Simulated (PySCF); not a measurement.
Compound: C6H10OS.
Geometry (PBE0-D3(BJ)/def2-SVP, Å), atoms numbered from 1 in this order:
```xyz
18
C6H10OS angstrom
C      2.524    1.298   -0.234
S      2.288   -0.476   -0.075
C      0.559   -0.688   -0.076
C      0.187   -2.134    0.060
C     -0.333    0.331   -0.185
C     -1.791    0.146   -0.184
C     -2.602    1.414   -0.338
O     -2.337   -0.937   -0.068
H      2.075    1.838    0.612
H      2.112    1.673   -1.182
H      3.610    1.461   -0.227
H     -0.421   -2.287    0.963
H     -0.448   -2.445   -0.781
H      1.080   -2.773    0.106
H      0.024    1.357   -0.284
H     -3.671    1.168   -0.328
H     -2.348    1.923   -1.281
H     -2.376    2.117    0.479
```

Linear response at PBE0/def2-SVPD (PySCF, frozen core in the response, non-relativistic). Isolated species at its PBE0-D3(BJ)/def2-SVP geometry (one conformer only).

Static isotropic polarisability: 104.15 au (15.43 Å³), principal values 68.2, 104.9, 139.3 au.

Question: What is the polarisability at 1064 nm and at the sodium D line?

Answer: 105.76 au at 1064 nm (+1.5 %), 109.97 au at 589.3 nm (+5.6 %). The rise at 589.3 nm is 3.62 times that at 1064 nm; a pure ω² law gives 3.26. The lowest singlet lies at 329 nm, shorter than both wavelengths.

Question: What is the isotropic C6 coefficient between two such molecules, C6 = (3/π)∫α(iω)² dω?

Answer: 3968 au (Eh·bohr⁶) by a ten-point quadrature over imaginary frequencies, which is 2370 eV·Å⁶ or 229 J·nm⁶/mol.

Question: Which effective excitation energy ω̄ makes London's formula C6 = (3/4)α²ω̄ exact here?

Answer: ω̄ = 4·C6/(3α²) = 0.488 Eh = 13.3 eV. A one-pole form α(ω) = α/(1 − ω²/ω̄²) fitted to the 1064 nm value gives 9.4 eV. London's choice of the ionisation energy (8.38 eV, ΔSCF at the same level) gives C6 = 2500 au, 37 % too low.

Question: How many electrons N does the Slater–Kirkwood formula C6 = (3/4)·√N·α^(3/2) need to give this C6?

Answer: N = (4·C6/3)²/α³ = 24.8; the species has 70 electrons in all.

Question: The lowest 6 singlets have (eV, f): 3.76, 0.000; 4.70, 0.407; 5.61, 0.000; 6.06, 0.002; 6.42, 0.022; 6.45, 0.020. What share of the static polarisability do they carry in the sum over states α = Σ f/ω²?

Answer: 14.49 au, 13.9 % of α; the largest term, 13.68 au, is that of the state at 4.70 eV. Their oscillator strengths add up to 0.45. Higher states carry the rest.

Question: What n − 1 at the D line would an ideal gas of it have at 273.15 K and 1 atm (2.6868 × 10¹⁹ cm⁻³), by n − 1 = 2π·N·α′?

Answer: 27.51 × 10⁻⁴, a formal value whether or not that pressure can be reached.

Cost: about 2.3 min of CPU time on one thread; the machine was shared, so the figure is rough. This is the whole response run at PBE0/def2-SVPD, SCF included.
